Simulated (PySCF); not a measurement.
Input file for PySCF: R-B3LYP/LANL2DZ on CdH3N (SMILES [NH2][CdH]), a point of a bond scan (R = 0.912 Å).

```python
from pyscf import gto, scf, dft, mp
from pyscf.data.elements import chemcore

mol = gto.M(
    atom='''
    Cd   -0.19315055   -0.04077904   -0.22746535
    H    -1.20927786   -0.23635281   -1.52039316
    N     1.16167798    0.26842501    1.25041043
    H     1.46532750   -0.49113838    1.65379693
    H     0.84969212    0.89030603    1.98723929
    ''',
    basis='lanl2dz',
    ecp={'Cd': 'lanl2dz'},
    charge=0, spin=0, verbose=3, max_memory=1800)
mf = dft.RKS(mol, xc='b3lyp')
mf.conv_tol = 1e-8
mf.max_cycle = 100
mf.kernel()
if not mf.converged:
    mf = mf.newton().run(mf.mo_coeff, mf.mo_occ)
```

What total energy does the run end on?

-104.5622 hartree.
